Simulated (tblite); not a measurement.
Isomers of C5H4FN2 (doublet state). Level: GFN2-xTB in tblite, geometry and Hessian alike; calculated harmonic values, unscaled, isolated species. The method is semi-empirical: single wavenumbers can be off by several per cent or more. One conformer each. Open shells enter through the occupations alone, without spin polarisation, and single modes of such species can be off by tens of per cent.

Electronic energies: GFN2-xTB at the same geometries; isomer energies are rough at this level and their order can be wrong.

| SMILES | electronic energy, lowest = 0 (kcal/mol) |
| --- | --- |
| [H]/N=[C]/C1=C(F)C=NC1 | 7.0 |
| N#CC1=C(F)[CH]NC1 | 0.0 |
| [N]=CC1=C(F)C=NC1 | 29.8 |
| N#CC1=C(F)C[N]C1 | 23.2 |

Task: How do GFN2-xTB zero-point energies change the relative energies?

Result: 
```csv
SMILES,ZPE (kcal/mol),of it from modes above 1550 cm⁻¹,electronic (kcal/mol),"with ZPE, lowest = 0 (kcal/mol)",lowest mode (cm⁻¹),rings
N#CC1=C(F)[CH]NC1,50.3,21.0,0.0,0.0,122,1
[H]/N=[C]/C1=C(F)C=NC1,50.0,20.8,7.0,6.6,117,1
N#CC1=C(F)C[N]C1,49.5,22.1,23.2,22.5,128,1
[N]=CC1=C(F)C=NC1,49.4,24.0,29.8,28.8,98,1
```

The zero-point energies span 0.9 kcal/mol, from `[N]=CC1=C(F)C=NC1` to `N#CC1=C(F)[CH]NC1`. The order is unchanged.

Task: What do entropy and thermal enthalpy add at 298.15 K and 1 bar (rigid rotor, harmonic oscillator, one conformer each)?

Result: 
```csv
SMILES,point group,symmetry number,S (cal/(mol K)),H − H(0) (kcal/mol),ZPE + H − H(0) − TS (kcal/mol)
N#CC1=C(F)[CH]NC1,C1,1,85.2,5.15,30.1
[H]/N=[C]/C1=C(F)C=NC1,C1,1,84.6,5.05,29.8
N#CC1=C(F)C[N]C1,Cs,1,84.4,5.01,29.4
[N]=CC1=C(F)C=NC1,Cs,1,84.5,5.00,29.2
```

S holds R ln(2S + 1) for the spin.
